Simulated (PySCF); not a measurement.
CH4N (SMILES [CH2-]N), charge -1, singlet, geometry from GFN2-xTB, with bond 4-2 at 1.4 times its length; CASSCF(2,2)/6-31G* run with PySCF.

Here is a job for PySCF.
```python
from pyscf import gto, scf, mcscf
import numpy

mol = gto.M(
    atom='''
C    -0.08198403    0.82858640   -0.00681169
N     0.04689124   -0.73190230    0.00619811
H    -0.49812098   -1.02854792    0.82390464
H    -0.73225104   -1.16747153   -1.12004847
H     0.59202741    1.11962037    0.87526805
H     0.57939804    1.10374838   -0.90342560
''',
    basis='6-31g*',
    charge=-1,
    verbose=4,
)

mf = scf.RHF(mol)
mf.kernel()
mc = mcscf.CASSCF(mf, 2, 2)
mc.fix_spin_(ss=0.0)
mc.kernel()
occ = numpy.linalg.eigvalsh(mc.fcisolver.make_rdm1(mc.ci, mc.ncas, mc.nelecas))[::-1]
ss = mc.fcisolver.spin_square(mc.ci, mc.ncas, mc.nelecas)[0]
print('natural occupations', occ.round(4), ' <S^2>', round(ss, 4))
```

Problem. What does PySCF print? Leave out banner, timings and long lists.

Solution. 
```
PySCF version 2.14.0

[INPUT] verbose = 4
[INPUT] num. atoms = 6
[INPUT] num. electrons = 18
[INPUT] charge = -1
[INPUT] spin (= nelec alpha-beta = 2S) = 0
[INPUT] symmetry False subgroup None
[INPUT] Mole.unit = angstrom
[INPUT] Symbol           X                Y                Z      unit          X                Y                Z       unit  Magmom
[INPUT]  1 C     -0.081984030000   0.828586400000  -0.006811690000 AA   -0.154927363288   1.565801366539  -0.012872228545 Bohr   0.0
[INPUT]  2 N      0.046891240000  -0.731902300000   0.006198110000 AA    0.088611601241  -1.383094896939   0.011712730390 Bohr   0.0
[INPUT]  3 H     -0.498120980000  -1.028547920000   0.823904640000 AA   -0.941312229100  -1.943673874791   1.556954122358 Bohr   0.0
[INPUT]  4 H     -0.732251040000  -1.167471530000  -1.120048470000 AA   -1.383753920028  -2.206201449927  -2.116584854538 Bohr   0.0
[INPUT]  5 H      0.592027410000   1.119620370000   0.875268050000 AA    1.118769663136   2.115775862784   1.654016900082 Bohr   0.0
[INPUT]  6 H      0.579398040000   1.103748380000  -0.903425600000 AA    1.094903612710   2.085782148632  -1.707226957921 Bohr   0.0

nuclear repulsion = 33.6054955248188
number of shells = 20
number of NR pGTOs = 70
number of NR cGTOs = 36
basis = 6-31g*
ecp = {}

******** <class 'pyscf.scf.hf.RHF'> ********
method = RHF
initial guess = minao
damping factor = 0
level_shift factor = 0
DIIS = <class 'pyscf.scf.diis.CDIIS'>
diis_start_cycle = 1
diis_space = 8
diis_damp = 0
SCF conv_tol = 1e-09
SCF conv_tol_grad = None
SCF max_cycles = 50
direct_scf = True
direct_scf_tol = 1e-13
Set gradient conv threshold to 3.16228e-05
Initial guess from minao.
init E= -94.0040211607188
  HOMO = -0.121135900284505  LUMO = 0.0567758873229884  gap/eV = 4.84123
cycle= 1 E= -94.3659850051923  delta_E= -0.362  |g|= 0.346  |ddm|= 2.09
  HOMO = 0.0704802254531303  LUMO = 0.376690093266274  gap/eV = 8.33239
cycle= 2 E= -94.4042454072678  delta_E= -0.0383  |g|= 0.16  |ddm|= 0.543
  HOMO = 0.00410738416691769  LUMO = 0.37008800299657  gap/eV = 9.95884
cycle= 3 E= -94.4111051549023  delta_E= -0.00686  |g|= 0.0394  |ddm|=  0.2
  HOMO = 0.00115873254422549  LUMO = 0.383615048277375  gap/eV = 10.40717
cycle= 4 E= -94.4120962166191  delta_E= -0.000991  |g|= 0.0175  |ddm|= 0.0848
  HOMO = 4.44846580900382e-05  LUMO = 0.383195948166312  gap/eV = 10.42608
cycle= 5 E= -94.4122554981239  delta_E= -0.000159  |g|= 0.00589  |ddm|= 0.0411
  HOMO = -0.00135361090143515  LUMO = 0.384032796724624  gap/eV = 10.48690
cycle= 6 E= -94.4122854151247  delta_E= -2.99e-05  |g|= 0.00176  |ddm|= 0.0236
  HOMO = -0.00141731453739657  LUMO = 0.384263683138732  gap/eV = 10.49491
cycle= 7 E= -94.4122896046355  delta_E= -4.19e-06  |g|= 0.000598  |ddm|= 0.0108
  HOMO = -0.00144712945201064  LUMO = 0.384294257276721  gap/eV = 10.49656
cycle= 8 E= -94.4122903249288  delta_E= -7.2e-07  |g|= 0.000266  |ddm|= 0.00432
  HOMO = -0.00142847737553131  LUMO = 0.384284013044605  gap/eV = 10.49577
cycle= 9 E= -94.4122904896515  delta_E= -1.65e-07  |g|= 9.14e-05  |ddm|= 0.00231
  HOMO = -0.00142580378235957  LUMO = 0.384274619441774  gap/eV = 10.49544
cycle= 10 E= -94.4122905072481  delta_E= -1.76e-08  |g|= 2.62e-05  |ddm|= 0.000722
  HOMO = -0.00142688749447206  LUMO = 0.38427497950344  gap/eV = 10.49548
cycle= 11 E= -94.4122905083472  delta_E= -1.1e-09  |g|= 6.36e-06  |ddm|= 0.000155
  HOMO = -0.00142649723960142  LUMO = 0.384274753433175  gap/eV = 10.49547
cycle= 12 E= -94.4122905084001  delta_E= -5.29e-11  |g|= 2.05e-06  |ddm|= 3.59e-05
  HOMO = -0.00142704599014731  LUMO = 0.384274564573012  gap/eV = 10.49548
Extra cycle  E= -94.4122905084032  delta_E= -3.1e-12  |g|= 1.02e-06  |ddm|= 5.81e-06
converged SCF energy = -94.4122905084032

******** <class 'pyscf.mcscf.mc1step.CASSCF'> ********
CAS (1e+1e, 2o), ncore = 8, nvir = 26
max_cycle_macro = 50
max_cycle_micro = 4
conv_tol = 1e-07
conv_tol_grad = None
orbital rotation max_stepsize = 0.02
orbital rotation threshold for CI restart = 0.01
augmented hessian ah_max_cycle = 30
augmented hessian ah_conv_tol = 1e-12
augmented hessian ah_linear dependence = 1e-14
augmented hessian ah_level shift = 1e-08
augmented hessian ah_start_tol = 2.5
augmented hessian ah_start_cycle = 3
augmented hessian ah_grad_trust_region = 3
kf_trust_region = 3
kf_interval = 4
ci_response_space = 4
ci_grad_trust_region = 3
with_dep4 0
natorb = False
canonicalization = True
sorting_mo_energy = False
ao2mo_level = 2
internal_rotation = False
******** <class 'pyscf.fci.addons.SpinPenaltyFCISolver'> ********
max. cycles = 50
conv_tol = 1e-08
davidson only = True
linear dependence = 1e-12
level shift = 0.001
max iter space = 12
nroots = 1
pspace_size = 400
spin = None
CASCI E = -94.4125187935312  S^2 = 0.0000000
Set conv_tol_grad to 0.000316228
macro iter   1 ( 21 JK    4 micro), CASSCF E = -94.4184382008578  dE = -5.91940733e-03  S^2 = 0.0000000
               |grad[o]|=0.0018  |grad[c]|=0.0393  |ddm|=0.0133  |maxRot[o]|=0.275
macro iter   2 ( 21 JK    4 micro), CASSCF E = -94.4294804211114  dE = -1.10422203e-02  S^2 = 0.0000000
               |grad[o]|=0.0199  |grad[c]|=0.0238  |ddm|=0.0768  |maxRot[o]|=0.182
macro iter   3 ( 21 JK    4 micro), CASSCF E = -94.4384800333897  dE = -8.99961228e-03  S^2 = 0.0000000
               |grad[o]|=0.0294  |grad[c]|=0.034  |ddm|=0.0487  |maxRot[o]|=0.107
macro iter   4 ( 21 JK    4 micro), CASSCF E = -94.4465826812971  dE = -8.10264791e-03  S^2 = 0.0000000
               |grad[o]|=0.027  |grad[c]|=0.0088  |ddm|=0.0143  |maxRot[o]|=0.159
macro iter   5 ( 15 JK    4 micro), CASSCF E = -94.4495593364759  dE = -2.97665518e-03  S^2 = 0.0000000
               |grad[o]|=0.0173  |grad[c]|=0.0058  |ddm|=0.00678  |maxRot[o]|=0.111
macro iter   6 ( 13 JK    4 micro), CASSCF E = -94.4499657268004  dE = -4.06390324e-04  S^2 = 0.0000000
               |grad[o]|=0.00632  |grad[c]|=0.00199  |ddm|=0.00231  |maxRot[o]|=0.0463
macro iter   7 (  9 JK    3 micro), CASSCF E = -94.4499810797237  dE = -1.53529233e-05  S^2 = 0.0000000
               |grad[o]|=0.00123  |grad[c]|=0.000105  |ddm|=0.000366  |maxRot[o]|= 0.01
macro iter   8 (  3 JK    1 micro), CASSCF E = -94.4499810965756  dE = -1.68519279e-08  S^2 = 0.0000000
               |grad[o]|=4.84e-05  |grad[c]|=9.99e-06  |ddm|=1.46e-05  |maxRot[o]|=0.000302
1-step CASSCF converged in   8 macro (124 JK  28 micro) steps
CASSCF canonicalization
Density matrix diagonal elements [1.90556643 0.09443357]
CASSCF energy = -94.4499810965756
CASCI E = -94.4499810965756  E(CI) = -1.01654578483745  S^2 = 0.0000000
natural occupations [1.9057 0.0943]  <S^2> 0.0
```
